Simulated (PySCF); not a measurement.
Method: PBE0-D3(BJ)/def2-TZVP // PBE0-D3(BJ)/def2-SVP in PySCF 2.14.0. Gas-phase values, no solvent. One relaxed conformer stands for a flexible species; it need not be the lowest. Excitations are Tamm–Dancoff values on a coarser integration grid. The basis has no diffuse functions, so Rydberg states are missing or too high.

Reference species (SMILES): `[SiH3][Si]([SiH3])([SiH3])[SiH2]Cl` (Si–Si–Si–Cl torsion 59°) (neutral, multiplicity 1).

```yaml
HOMO: -7.91 eV
S1–T1 gap (TDA): 0.67 eV
```

Changed species: `[SiH3][Si]([SiH3])([SiH3])[SiH2]S` (Si–Si–Si–S torsion -59°, Si–Si–S–H torsion -180°) (one H of a SiH3 unit replaced by mercapto; the reference has one H of a SiH3 unit replaced by chloro).

Question: Predict the effect on the HOMO and S1–T1 gap (TDA).

Answer: the HOMO rises by 0.40 eV, to -7.51 eV; the S1–T1 gap (TDA) falls by 0.31 eV, to 0.36 eV.
